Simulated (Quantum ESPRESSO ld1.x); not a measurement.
Results of a calculation; reference values are marked as such.
The rhodium ion Rh30+, configuration [Ne] 3s2 3p3. Code: ld1.x of Quantum ESPRESSO 7.5. Model: Dirac Kohn-Sham, LDA (Slater exchange, VWN5 correlation), spin-unpolarised, spherical densities, point nucleus; open shells fill j = l - 1/2 first.

Radial electron density D(r) = 4 pi r^2 rho(r):

r (bohr)  D(r) (e/bohr)
0.001732          2.834
0.001921          3.391
0.002149          4.105
0.002404          4.957
0.002689          5.970
0.002983          7.076
0.003337          8.469
0.003733          10.10
0.004142          11.85
0.004632          14.01
0.005181          16.47
0.005749          19.05
0.006431          22.14
0.007193          25.55
0.008045          29.25
0.008927          32.90
0.009985          36.98
0.01117           41.12
0.01239           44.89
0.01386           48.71
0.0155            52.10
0.0172            54.68
0.01924           56.67
0.02152           57.71
0.02407           57.72
0.02671           56.85
0.02988           55.12
0.03342           52.88
0.03708           50.76
0.04148           48.95
0.04639           48.15
0.05147           48.71
0.05758           50.90
0.0644            54.55
0.07203           59.08
0.07993           63.18
0.0894            66.34
0.09999           67.03
0.111             64.74
0.1241            58.99
0.1388            50.53
0.154             41.52
0.1723            32.31
0.1927            25.24
0.2155            21.19
0.2392            19.94
0.2675            20.15
0.2992            20.38
0.332             19.44
0.3713            16.73
0.4153            12.71
0.4609            8.698
0.5155            4.999
0.5766            2.438
0.6449           0.9945
0.7156           0.3629
0.8004          0.09960
0.8952          0.02157
0.9934         0.004123
1.111         0.0005248

D(r) has 3 maxima, at r = 0.0228, 0.0968, 0.292 bohr, and minima at 0.0468, 0.245 bohr, inside which lie 2.08, 10.63 electrons.
